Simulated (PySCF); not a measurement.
Working out the excitation energy of Se²⁺

Se²⁺ [Ar] 3d10 4s2 4p2 (3P) → Se²⁺ [Ar] 3d10 4s1 4p2 5s1 (5P). All numbers are calculated (PySCF 2.14, the spin-free X2C one-electron Hamiltonian (Gaussian nucleus), in x2c-TZVPPall with one added diffuse shell each of s, p, d type (7s6p5d1f, 57 functions)). Frozen: [Ar] 3d10. Energies in hartree (1 hartree = 27.21139 eV):

```tsv
part	Se²⁺ (lower)	Se²⁺ (upper)
UHF	-2426.987287	-2426.126062
CCSD correlation	-0.072602	-0.028510
(T)	-0.001498	-0.000855
```

**Question.** What does Hartree-Fock give?

**Answer.** (-2426.126062) − (-2426.987287) = 0.861225 hartree = 23.435 eV.

**Question.** What do CCSD and CCSD(T) give?

**Answer.** The CCSD correlation energies differ by 0.044092 hartree = 1.200 eV and the triples by 0.000643 hartree = 0.017 eV, so CCSD gives 24.635 eV and CCSD(T) 24.652 eV.

The coupled-cluster amplitudes are large, so a single reference is strained.
